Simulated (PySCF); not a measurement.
C₃H₃, SMILES [cH+]1cc1, charge +1.

Geometry optimised at PBE-D3(BJ)/def2-TZVP.

Computed with PBE/def2-TZVPD (PySCF).

Symmetry labels are those of the subgroup C2v that the program uses (full group D3h).

Computed valence orbital energies around the gap with their symmetry:
| orbital | symmetry | energy (eV) |
|---|---|---|
| HOMO−7 | A1 | -278.14 |
| HOMO−6 | A1 | -31.04 |
| HOMO−5 | B1 | -21.71 |
| HOMO−4 | A1 | -21.71 |
| HOMO−3 | A1 | -20.25 |
| HOMO−2 | B2 | -17.22 |
| HOMO−1 | A1 | -16.16 |
| HOMO | B1 | -16.16 |
| LUMO | A2 | -9.13 |
| LUMO+1 | B2 | -9.13 |
| LUMO+2 | B1 | -4.49 |
| LUMO+3 | A1 | -4.49 |
